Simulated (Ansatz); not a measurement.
Reaction (ligand exchange at the Si–Se bond): `O[SiH](F)[SeH]` + CH₃OH → `CO[SiH](O)F` + H₂Se

Calculated with Ansatz (gas phase, PBE0-D4/def2-TZVP geometries, no zero-point term in ΔE). CBS: MP2 limit from def2 TZ/QZ plus the TZ coupled-cluster correction, frozen cores. This one scheme is used for every species. Functionals use def2-TZVPP. B3LYP here is the variant with VWN-RPA as its local correlation; programs differ in this. For Se outer-core shells are correlated without core-valence functions, which leaves a few kJ/mol of doubt a bond. Scalar relativity is left out up to krypton. One conformer a species, not always the lowest.

Question: Is it downhill or uphill in electronic energy at CCSD(T)/CBS, and by how much? (Best estimate.)

Answer: The calculation gave: Downhill: ΔE = -12.9 kcal/mol.

Question: What do these levels give: r2SCAN-D4, PBE0-D4, B3LYP-D4, r2SCAN0-D4, BHLYP-D4, B2PLYP, BLYP, B3LYP, HF/def2-TZVPP, MP2/def2-TZVPP, SCS-MP2/def2-TZVPP, HF/CBS(def2)? (An estimate is asked.)

Answer: Computed: r2SCAN-D4 -12.7, PBE0-D4 -10.7, B3LYP-D4 -13.6, r2SCAN0-D4 -13.0, BHLYP-D4 -14.9, B2PLYP -14.0, BLYP -13.0, B3LYP -13.8, HF/def2-TZVPP -17.2, MP2/def2-TZVPP -13.2, SCS-MP2/def2-TZVPP -14.3, HF/CBS(def2) -17.6 kcal/mol.

Largest T1 diagnostic among the species: 0.011.

At CCSD(T), def2-SVP lies −2.0 kcal/mol from the extrapolated value and def2-TZVPP −1.3 kcal/mol. Leaving LDA and LC-ωPBE aside and taking each functional with its dispersion term where it has one, the values, not all of them listed here, spread over 5.8 kcal/mol, from CAM-B3LYP-D4 to revPBE-D4. LDA lies −2.1 kcal/mol from PBE without D4. From PBE to PBE0 (25 % exact exchange), in def2-TZVPP and without D4, ΔE moves by −1.1 kcal/mol.
